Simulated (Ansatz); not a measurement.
The first iterations of a band of CH$_{9}$AlOSi$_{2}$ (14 atoms, charge 0, multiplicity 1).

Level of theory: RKS B3LYP/STO-3G (Ansatz 0.2.0).

```json
{
 "movable images": "5",
 "climbing image": "yes",
 "spring": "5.0 eV/Å²",
 "optimiser": "lbfgs",
 "start path": "IDPP",
 "force threshold": "0.03 eV/Å",
 "iteration limit": "60",
 "end points": "relaxed"
}
```

Image 0:

```xyz
14
Properties=species:S:1:pos:R:3
C -1.548 0.694 -0.314
Si -0.200 -0.615 -0.039
Al -0.826 -2.260 1.467
O 1.247 0.132 0.507
Si 2.028 1.227 -0.527
H -2.477 0.218 -0.658
H -1.261 1.431 -1.075
H -1.785 1.246 0.604
H 0.039 -1.162 -1.373
H 0.092 -2.722 2.563
H -2.182 -2.900 1.339
H 2.320 0.655 -1.829
H 1.267 2.443 -0.752
H 3.274 1.584 0.115
```

Image 6:

```xyz
14
Properties=species:S:1:pos:R:3
C -1.358 0.259 -1.659
Si -0.017 -0.727 -0.753
Al -0.450 -1.273 1.474
O 1.420 0.262 -0.702
Si 1.560 1.071 0.773
H -2.236 -0.372 -1.855
H -0.999 0.627 -2.629
H -1.705 1.128 -1.084
H 0.339 -1.795 -1.673
H 0.330 -2.376 2.129
H -1.622 -0.659 2.188
H 0.845 2.331 0.866
H 0.932 0.215 1.828
H 2.947 1.281 1.125
```

| iteration | highest image above the first end (eV) | largest band force component (eV/Å) |
| --- | --- | --- |
| 1 | 0.508 | 1.573 |
| 2 | 0.421 | 0.846 |
| 3 | 0.348 | 0.739 |
| 4 | 0.278 | 0.837 |
| 5 | 0.252 | 0.365 |
| 6 | 0.241 | 0.293 |
| 7 | 0.212 | 0.325 |
| 8 | 0.203 | 0.211 |
| 9 | 0.194 | 0.286 |
| 10 | 0.189 | 0.178 |
| 11 | 0.181 | 0.315 |
| 12 | 0.176 | 0.174 |
| 13 | 0.172 | 0.244 |
| 14 | 0.169 | 0.137 |
| 15 | 0.164 | 0.272 |
| 16 | 0.161 | 0.150 |
| 17 | 0.158 | 0.210 |
| 18 | 0.156 | 0.110 |
| 19 | 0.152 | 0.232 |
| 20 | 0.150 | 0.130 |

Q: Does the band converge within its limit, and where does its top end?

A: The run ended unconverged. It ended after 60 iterations with the highest image 0.120 eV above the first end. The band didn't meet its force threshold, so its energies are provisional: the largest band force was still 0.07 eV/Å, and over the last iterations the top stayed at 0.12 eV. Limits of this set-up: minimal basis.

Time of the run: 11 min on 1 thread of Intel(R) Xeon(R) Platinum 8488C (Sapphire Rapids), on a shared host, peak memory 0.14 GiB.
